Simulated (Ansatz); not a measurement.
Computed with Ansatz on PBE0-D4/def2-TZVP structures; ΔE is electronic, products minus reactants. CCSD(T)/CBS adds triple-zeta CCSD(T) − MP2 to the extrapolated MP2 energy (def2 sets, frozen cores). This one scheme is used for every species. Functionals use def2-TZVPP. One conformer a species, not always the lowest.

Reaction (ligand exchange at a B–N bond): `BN([SiH3])CC` + `[NH2][AlH2]` → `B[NH][AlH2]` + `CCN[SiH3]`

CCSD(T)/CBS gives +4.8 kcal/mol.

Problem. Another level gave +4.1 kcal/mol. Which?
A. r2SCAN/def2-TZVPP
B. BLYP/def2-TZVPP
C. LDA (SPW92)/def2-TZVPP
D. HF/def2-TZVPP

Solution. A. r2SCAN 4.1, BLYP 3.0, LDA (SPW92) 5.7, HF/def2-TZVPP 0.8 kcal/mol.

Problem. What do rigid-rotor, harmonic-oscillator terms from PBE0-D4/def2-TZVP frequencies (298.15 K, 1 bar) make of the CCSD(T)/CBS value? (Estimate.)

Solution. Computed: ΔZPE = 0.0 kcal/mol, ΔH = +5.0 kcal/mol, ΔS = 16 J/(mol·K), ΔG = +3.9 kcal/mol.

Largest T1 diagnostic among the species: 0.012.

The D4 term adds +1.5 kcal/mol with B3LYP and +0.9 kcal/mol with PBE0; it sums over pairs of atoms, weighted by their polarisabilities, and B3LYP, whose exchange is more repulsive, gets the larger term. Leaving LDA and LC-ωPBE aside and taking each functional with its dispersion term where it has one, the values, not all of them listed here, spread over 1.4 kcal/mol, from BHLYP-D4 to BLYP-D4. LDA lies +1.9 kcal/mol from PBE without D4. In def2-TZVPP, CCSD(T) changes the Hartree–Fock value by +4.0 kcal/mol (the triples alone add +0.6 kcal/mol) and MP2 by +4.2 kcal/mol.

B3LYP here is the variant with VWN-RPA as its local correlation; programs differ in this.
